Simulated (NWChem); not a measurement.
Molecule: C$_{2}$H$_{4}$ClFSi; SMILES [Si@@H](Cl)(C=C)F

```xyz
9

C     -0.6047     2.3963    -0.4633
C     -0.9251     1.3090     0.2484
Si     0.2883    -0.0580     0.5146
F      1.6410     0.3261    -0.2931
Cl    -0.4366    -1.8237    -0.2554
H     -1.3167     3.2124    -0.6287
H      0.3864     2.5134    -0.9145
H     -1.9307     1.2273     0.6800
H      0.6575    -0.3036     1.9290
```
Atoms are numbered in this order, from 1.

Program: NWChem. The geometry was optimised at PBE0/def2-SVP. B3LYP is NWChem's, with the RPA form of VWN correlation.

For level B3LYP/def2-SVP:

```
Quantity          Result
----------------  ------
orbital gap (eV)    7.13
dipole (D)          2.08
```

What are these values for level B3LYP/pcseg-2?


- orbital gap (eV) = 6.96
- dipole (D) = 2.26
